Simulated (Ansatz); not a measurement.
Molecule: ZnO2H2 (charge 0, singlet). SMILES: [OH][Zn][OH]
Structure (B3LYP-D3(BJ)/def2-TZVP (Ansatz, a quantum-chemistry and plane-wave program) minimum search):
```xyz
5

Zn    -0.0001     0.0083     0.0015
O      1.1532     0.1724    -1.3393
H      1.8905     0.7656    -1.1673
O     -1.1515    -0.3325     1.3103
H     -1.9018     0.2678     1.3544
```
Charge 0, spin multiplicity 1.

Quantity: vertical ionisation energy to the doublet, in eV. Set-up: LANL2DZ with its own core potentials from Na on; no spin-orbit coupling; frozen cores in correlated levels (noble-gas shells and the d and f shells of earlier blocks); each state is the SCF solution reached for its charge and spin; non-relativistic; 6-31G* and kin with 6d, 5d where marked; no dispersion term unless named; open shells spin-unrestricted. First-principles rows: single points at B3LYP-D3(BJ) geometries (Ansatz).

```tsv
level	program	vertical ionisation energy to the doublet (eV)
HF/6-31G*	Ansatz	9.21
PBE/6-31G*	Ansatz	9.83
B3LYP/3-21G	Ansatz	9.82
B3LYP/6-31G*	Ansatz	10.30
B3LYP/6-31G* with LANL2DZ past Ar	Ansatz	10.22
MP2/6-31G* with LANL2DZ past Ar	Ansatz	10.75
PBE0/def2-TZVPD	Ansatz	10.77
wB97M-V/def2-TZVPD	Ansatz	11.23
```

No value to compare with is used here. The 6 habitual levels span 9.21 (HF/6-31G*) to 10.75 eV (MP2/6-31G* with LANL2DZ past Ar); PBE0/def2-TZVPD gives 10.77.

The levels are drawn from those run, B3LYP/6-31G* more often than the rest, none by its result; runs whose electronic state is in doubt are left out.
